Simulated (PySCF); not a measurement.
# O⁷⁺ (oxygen, charge +7): UHF calculation

Configuration: 1s1, 2S determinant. Computed with PySCF 2.14 in an even-tempered Gaussian basis (17 s from 2.2 bohr⁻², ratio 2.2; 7 p from 3.6 bohr⁻², ratio 2.4; 4 d from 11 bohr⁻², ratio 2.4; 3 f from 16 bohr⁻², ratio 2.4; 3 g from 24 bohr⁻², ratio 2.4), with scalar relativity by spin-free X2C-1e.

```json
{
 "Total energy": "-32.027297 hartree",
 "One-electron energy": "-32.0273 hartree",
 "Hartree (Coulomb) energy": "2.5048 hartree",
 "Exchange energy": "-2.5048 hartree",
 "⟨S²⟩": "0.7500",
 "⟨L²⟩": "0.000",
 "Sum of ⟨r⟩": "0.1872 bohr",
 "Sum of ⟨r²⟩": "0.04674 bohr²"
}
```

```csv
shell,electrons,mean orbital energy (hartree),"rms radius, mean of both spins (bohr)"
1s α,1,-32.02730,0.216
```
